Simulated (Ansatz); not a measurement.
Ansatz (a program for electronic structure) input file for NbF2, SMILES [F][Nb][F] (connectivity only; charge and spin as stated), neutral, multiplicity 4, PBE-D3(BJ)/def2-TZVP. 

Ansatz 0.2 input:
```yaml
crystal:
  periodic: [false, false, false]
  atoms:
    - {symbol: Nb, position_ang: [0.00000000, 0.00000000, 0.00000000]}
    - {symbol: F, position_ang: [0.00000000, 0.00000000, -1.88025313]}
    - {symbol: F, position_ang: [0.00000000, 0.00000000, 1.88025313]}
basis:
  gaussian:
    orbitals: def2-TZVP
hamiltonian:
  xc: pbe
  dispersion: d3bj
magnetization: {spin_polarized: true, initial_magnetization: 3}
relax: {f_tol: 0.002, max_steps: 200}
```

Log of the run:

```
WARN ansatz: RAYON_NUM_THREADS=1 ignored (pool sized by the plan → 1); use --threads N
Functional definition: PBE
integrals: 0.02 GiB planned
630 factors; their error is unknown
mean field: 0.28 GiB planned
mean field evaluation 1: about -6980.2672 eV, gradient 3.6e1 eV
mean field evaluation 2: about -6947.3852 eV, gradient 1.1e2 eV
mean field evaluation 4: about -6983.8944 eV, gradient 3.8e0 eV
mean field evaluation 8: about -6983.9552 eV, gradient 1.2e-2 eV
mean field evaluation 16: about -6981.9462 eV, gradient 7.8e0 eV
mean field -6983.95518935 eV, -256.6556193139 hartree, gradient 1.2e-5 eV, S^2 3.757956; 1 other end points of the search recorded, 0 dependent functions left out
the calculation of the forces begins
reference -6983.95525243 eV, -256.6556216318 hartree; 17, 14 occupied and 85, 88 virtual orbitals, 630 factors
relax step   1: F+E_penalty+E_count = -6983.98562932 eV  Δ(F+E_penalty+E_count) = +0.000e0 eV  max|allowed force component| = 1.538e-1 eV/Å  Δτ_max = 0.0000 Å  (42 SCF iters, accepted)
these checks for a lower state are left out or cut short: starts, cluster_reference, orbital_swaps, neighbouring_geometries, increment
integrals: 0.02 GiB planned
630 factors; their error is unknown
mean field: 0.28 GiB planned
mean field evaluation 32: about -6983.9560 eV, gradient 4.3e-4 eV
mean field -6983.95601684 eV, -256.6556497233 hartree, gradient 2.0e-5 eV, S^2 3.758041; 0 other end points of the search recorded, 0 dependent functions left out
the calculation of the forces begins
reference -6983.95607992 eV, -256.6556520417 hartree; 17, 14 occupied and 85, 88 virtual orbitals, 630 factors
relax step   2: F+E_penalty+E_count = -6983.98643783 eV  Δ(F+E_penalty+E_count) = -8.085e-4 eV  max|allowed force component| = 1.785e-2 eV/Å  Δτ_max = 0.0047 Å  (30 SCF iters, accepted)
these checks for a lower state are left out or cut short: starts, cluster_reference, orbital_swaps, neighbouring_geometries, increment
integrals: 0.02 GiB planned
630 factors; their error is unknown
mean field: 0.28 GiB planned
mean field -6983.95603057 eV, -256.6556502281 hartree, gradient 4.3e-5 eV, S^2 3.758053; 0 other end points of the search recorded, 0 dependent functions left out
the calculation of the forces begins
reference -6983.95609366 eV, -256.6556525465 hartree; 17, 14 occupied and 85, 88 virtual orbitals, 630 factors
relax step   3: F+E_penalty+E_count = -6983.98644906 eV  Δ(F+E_penalty+E_count) = -1.123e-5 eV  max|allowed force component| = 9.959e-5 eV/Å  Δτ_max = 0.0006 Å  (22 SCF iters, accepted)
integrals: 0.02 GiB planned
630 factors; their error is unknown
mean field: 0.28 GiB planned
mean field evaluation 64: about -6983.0371 eV, gradient 5.9e0 eV
mean field -6983.95603057 eV, -256.6556502281 hartree, gradient 4.3e-5 eV, S^2 3.758053; 2 other end points of the search recorded, 0 dependent functions left out
the calculation of the forces begins
reference -6983.95609366 eV, -256.6556525465 hartree; 17, 14 occupied and 85, 88 virtual orbitals, 630 factors
Total energy: -6983.98651214 eV, -256.6567704052 hartree
Atom 0 at     0.000000     0.000000     0.000000 Å, force    -0.000000     0.000000     0.000000 eV/Å
Atom 1 at    -0.000000    -0.000000    -1.885605 Å, force     0.000000    -0.000000    -0.000100 eV/Å
Atom 2 at    -0.000000    -0.000000     1.885605 Å, force    -0.000000    -0.000000     0.000100 eV/Å
Dipole moment:     0.000000     0.000000    -0.000000 e Å
```

The run converged.
